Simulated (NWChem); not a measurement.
System: SiI2, singlet; SMILES I[Si]I

```xyz
3

Si     0.0000     0.0000     1.3584
I      1.9519     0.0000    -0.1794
I     -1.9519     0.0000    -0.1794
```
Atoms are numbered in this order, from 1.

Computed with NWChem. Low-valent species are run as closed-shell singlets; no triplet was tried in these runs. The geometry was optimised at PBE0/def2-SVP. def2 effective core potentials on I; no spin-orbit coupling. Vertical excitations in the gas phase; the lowest state need not have the same character in each row.

For level B3LYP/def2-SVP, TDA:

| Quantity | Result |
|---|---|
| lowest excitation, singlet (eV) | 2.76 |
| lowest state with f > 0.02, singlet (eV) | 3.74 |
| orbital gap (eV) | 3.50 |

Question: What are these values for level PBE/def2-SVP, TDA?

Answer: 
- lowest excitation, singlet (eV): 2.57
- lowest state with f > 0.02, singlet (eV): 3.54
- orbital gap (eV): 2.20
